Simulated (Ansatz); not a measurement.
`[BH2][SnH2][CH3]`, relaxed with RKS PBE0-D4/def2-TZVP in Ansatz from a PBE-D4/def2-SVP geometry. The force threshold is 0.005 eV/Å; the program also tests the step.

Total charge 0; spin multiplicity 1. Sn: def2 effective core potential.

Start:

```xyz
10

B    -1.295    0.842   -1.422
Sn   -0.266    0.483    0.557
C     1.209   -1.114    0.497
H    -0.972    0.225   -2.419
H    -2.181    1.669   -1.527
H    -1.424    0.125    1.804
H     0.532    1.943    1.068
H     0.718   -2.069    0.225
H     1.978   -0.878   -0.265
H     1.700   -1.227    1.482
```

How much energy does the relaxation release, and in how many steps? (An estimate is asked.)

Ansatz gave: 0.91 kcal/mol, in 4 steps.

Which bonds change most? (Best estimate.)

The calculation gave: Sn2–C3 from 2.175 to 2.146 Å; Sn2–H7 from 1.740 to 1.717 Å; Sn2–H6 from 1.739 to 1.716 Å; B1–H5 from 1.216 to 1.195 Å.

Give the relaxed structure. (An estimate is asked.)

Ansatz gave: 
```xyz
10

B    -1.285    0.836   -1.414
Sn   -0.254    0.479    0.550
C     1.198   -1.101    0.496
H    -0.981    0.235   -2.402
H    -2.160    1.646   -1.500
H    -1.406    0.115    1.769
H     0.536    1.919    1.050
H     0.716   -2.041    0.227
H     1.965   -0.875   -0.246
H     1.671   -1.213    1.471
```
